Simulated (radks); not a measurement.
The numbers below are computed, except where a source is named.
Ionisation of V+, [Ar] 3d4, to V2+, [Ar] 3d3, under several functionals. Non-relativistic Kohn-Sham, spin-unpolarised, spherical densities, point nucleus; a radial shooting solver on a logarithmic mesh with Libxc functionals.

| functional | E(V+) (hartree) | Exc (hartree) | IE (eV) | -e(HOMO) (eV) | <r> HOMO (bohr) | IE error (eV) |
|---|---|---|---|---|---|---|
| B86b exchange with PBE correlation | -943.57833 | -45.11648 | 14.948 | 9.061 | 1.542 | +0.314 |
| RPBE | -943.51016 | -45.04809 | 14.837 | 8.940 | 1.546 | +0.203 |
| exchange-only LDA | -939.55730 | -40.98973 | 13.873 | 8.146 | 1.573 | -0.761 |
| XLYP | -943.80554 | -45.33663 | 15.008 | 9.130 | 1.554 | +0.374 |
| LDA (Slater exchange, Perdew-Wang correlation) | -941.41081 | -42.89790 | 15.200 | 9.310 | 1.537 | +0.566 |
| revPBE | -943.46050 | -44.99856 | 14.817 | 8.928 | 1.542 | +0.183 |
| OLYP | -943.72925 | -45.31172 | 14.848 | 8.876 | 1.537 | +0.214 |
| SOGGA | -942.16652 | -43.67586 | 14.767 | 8.883 | 1.539 | +0.133 |
| LDA (Slater exchange, VWN5 correlation) | -941.41946 | -42.90706 | 15.203 | 9.312 | 1.537 | +0.569 |
| PBEsol | -942.32378 | -43.83458 | 14.881 | 9.001 | 1.538 | +0.247 |

NIST Atomic Spectra Database: 14.63 eV (measured). Closest: SOGGA. The Delta-SCF values span 1.33 eV, the total energies 4.25 hartree. The highest occupied level is 3d. Spin polarisation and multiplet splitting are left out, so open shells lie too high by an amount that depends on their filling.

Beside tabulated values, note that spin-unpolarised runs miss the spin-polarisation part of the exchange energy of open shells.
